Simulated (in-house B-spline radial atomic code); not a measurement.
A fraction x of an electron is removed from 5p in the tellurium ion Te³⁺, starting from [Kr] 4d10 5s2 5p1 and keeping the highest spin. Method: scalar-relativistic (X2C) LC-wPBE, spin-polarised, spherical fractional occupations, Fermi nucleus of rms radius 4.7423 fm. Calculated with a B-spline radial code for spherical atoms.

Caution: exact exchange at fractional occupations of open shells leaves self-interaction of up to several eV.

```csv
x,E(x) - E(0) (eV),5p up level (eV)
0,0.0000,-30.974
0.06,1.8702,-31.365
0.21,6.6485,-32.346
0.37,11.9078,-33.395
0.39,12.5770,-33.527
0.5,16.3048,-34.249
0.61,20.1121,-34.972
0.67,22.2224,-35.367
0.77,25.7922,-36.023
0.94,32.0113,-37.139
1,34.2514,-
```

The exact functional would give a straight line between the two integer points. Deviations E(x) - E(0) - x[E(1) - E(0)], in eV: -0.185 at x = 0.06, -0.544 at x = 0.21, -0.765 at x = 0.37, -0.781 at x = 0.39, -0.821 at x = 0.5, -0.781 at x = 0.61, -0.726 at x = 0.67, -0.581 at x = 0.77, -0.185 at x = 0.94.

The curve lies below the straight line by up to 0.821 eV (at x = 0.5): convex, the delocalisation error, to which spherically averaged exact exchange adds.

(1) How well does Slater's transition state (minus the level at half occupation) give the ionisation energy?

## Answers

(1) It gives 34.249 eV against 34.251 eV from the two total energies; NIST lists 37.42 eV, ground level to ground level. The end point has an open shell averaged over its orbitals, so its exact exchange keeps a self-interaction and this is no true integer point.
